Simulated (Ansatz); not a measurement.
CH₅ClO₂Si, SMILES `OC(O)[SiH2]Cl`. Total charge 0; spin multiplicity 1.

Z-matrix (Å, degrees):
```
C
O 1 1.405
Si 1 1.906 2 104.7
O 1 1.403 2 112.5 3 123.7
H 1 1.097 2 111.4 3 -119.6
H 2 0.964 1 108.6 3 174.6
Cl 3 2.053 1 108.8 2 -174.8
H 3 1.480 1 111.8 2 -55.2
H 3 1.485 1 108.2 2 67.8
H 4 0.963 1 108.6 2 -63.3
```

Give the diagnostics of a CCSD(T)/def2-TZVPP run (frozen core, Ansatz 0.2.0). (Best estimate.)

The calculation gave: T1 = 0.0112, largest single amplitude 0.010, largest double 0.013, (T) share of the correlation energy 3.7 %, 9 CCSD cycles. The RHF solution is stable towards an unrestricted one. T1 lies under the customary mark of 0.02 for closed shells.
